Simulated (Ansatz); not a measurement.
Computed with Ansatz on PBE0-D4/def2-TZVP structures; ΔE is electronic, products minus reactants. CBS: MP2 limit from def2 TZ/QZ plus the TZ coupled-cluster correction, frozen cores. This one scheme is used for every species. DFT in def2-TZVPP. B3LYP here is the variant with VWN-RPA as its local correlation; programs differ in this. HSE06 is defined as in plane-wave codes. For Mg outer-core shells are correlated without core-valence functions, which leaves a few kJ/mol of doubt a bond. Each species was taken in one conformer, which may not be the lowest.

Reaction (ligand exchange at a Mg–O bond): `[OH][Mg][O][SiH3]` + HCl → `[OH][Mg][Cl]` + silanol

Problem. Is it downhill or uphill in electronic energy at CCSD(T)/CBS, and by how much? (Estimate.)

Solution. The calculation gave: Downhill: ΔE = -10.0 kcal/mol.

Problem. What do these levels give: revPBE-D4, r2SCAN-D4, PBE0-D4, B3LYP-D4, r2SCAN0-D4, HSE06-D4, CAM-B3LYP-D4, revPBE, RPA@PBE/def2-TZVPP, CCSD/def2-TZVPP, HF/CBS(def2), MP2/CBS(def2)? (Estimate.)

Solution. The calculation gave: revPBE-D4 -11.5, r2SCAN-D4 -11.8, PBE0-D4 -12.5, B3LYP-D4 -11.1, r2SCAN0-D4 -12.4, HSE06-D4 -12.6, CAM-B3LYP-D4 -10.9, revPBE -12.3, RPA@PBE/def2-TZVPP -8.7, CCSD/def2-TZVPP -10.2, HF/CBS(def2) -13.6, MP2/CBS(def2) -10.0 kcal/mol.

Largest T1 diagnostic among the species: 0.011.

At CCSD(T), def2-SVP lies +1.1 kcal/mol from the extrapolated value and def2-TZVPP +0.1 kcal/mol. From BLYP to BHLYP (50 % exact exchange), in def2-TZVPP and without D4, ΔE moves by −1.5 kcal/mol. Leaving LDA and LC-ωPBE aside and taking each functional with its dispersion term where it has one, the values, not all of them listed here, spread over 2.4 kcal/mol, from HSE06-D4 to BLYP-D4. LDA lies +0.8 kcal/mol from PBE without D4.
